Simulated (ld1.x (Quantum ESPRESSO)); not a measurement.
## An all-electron radial function and its pseudo partner (O)

Columns: radius, all-electron u(r) and pseudo u(r) of the 2p shell (level -24.59 eV) of oxygen in the configuration [He] 2s2 2p3; LDA (PZ), scalar-relativistic, RRKJ scheme, ld1.x (Quantum ESPRESSO) 7.5.

```json
{"r (bohr)": "0.065", "all-electron": "0.0551", "pseudo": "0.0220"}
{"r (bohr)": "0.130", "all-electron": "0.1733", "pseudo": "0.0856"}
{"r (bohr)": "0.195", "all-electron": "0.3110", "pseudo": "0.1840"}
{"r (bohr)": "0.260", "all-electron": "0.4455", "pseudo": "0.3068"}
{"r (bohr)": "0.325", "all-electron": "0.5658", "pseudo": "0.4418"}
{"r (bohr)": "0.390", "all-electron": "0.6673", "pseudo": "0.5762"}
{"r (bohr)": "0.455", "all-electron": "0.7488", "pseudo": "0.6990"}
{"r (bohr)": "0.520", "all-electron": "0.8111", "pseudo": "0.8015"}
{"r (bohr)": "0.585", "all-electron": "0.8558", "pseudo": "0.8786"}
{"r (bohr)": "0.650", "all-electron": "0.8849", "pseudo": "0.9287"}
{"r (bohr)": "0.715", "all-electron": "0.9006", "pseudo": "0.9534"}
{"r (bohr)": "0.780", "all-electron": "0.9051", "pseudo": "0.9567"}
{"r (bohr)": "0.845", "all-electron": "0.9003", "pseudo": "0.9438"}
{"r (bohr)": "0.910", "all-electron": "0.8880", "pseudo": "0.9202"}
{"r (bohr)": "0.975", "all-electron": "0.8698", "pseudo": "0.8905"}
{"r (bohr)": "1.040", "all-electron": "0.8470", "pseudo": "0.8584"}
{"r (bohr)": "1.105", "all-electron": "0.8207", "pseudo": "0.8257"}
{"r (bohr)": "1.170", "all-electron": "0.7919", "pseudo": "0.7934"}
{"r (bohr)": "1.235", "all-electron": "0.7613", "pseudo": "0.7615"}
{"r (bohr)": "1.300", "all-electron": "0.7295", "pseudo": "0.7295"}
{"r (bohr)": "1.365", "all-electron": "0.6971", "pseudo": "0.6971"}
{"r (bohr)": "1.430", "all-electron": "0.6645", "pseudo": "0.6645"}
{"r (bohr)": "1.495", "all-electron": "0.6321", "pseudo": "0.6321"}
{"r (bohr)": "1.560", "all-electron": "0.6000", "pseudo": "0.6000"}
{"r (bohr)": "1.625", "all-electron": "0.5685", "pseudo": "0.5685"}
{"r (bohr)": "1.690", "all-electron": "0.5378", "pseudo": "0.5378"}
```

(1) How many radial nodes do the two functions have?

(2) At about which radius was the pseudo-wave matched?

(3) Is the pseudo-wave norm-conserving?

Answers

(1) The all-electron 2p function has n − l − 1 = 0; the pseudo-wave has 0.

(2) 1.30 bohr, where the columns begin to agree (steps of 0.07 bohr).

(3) Yes: the RRKJ scheme keeps the norm inside the radius equal to the all-electron one, which fixes the energy derivative of the logarithmic derivative at the level.
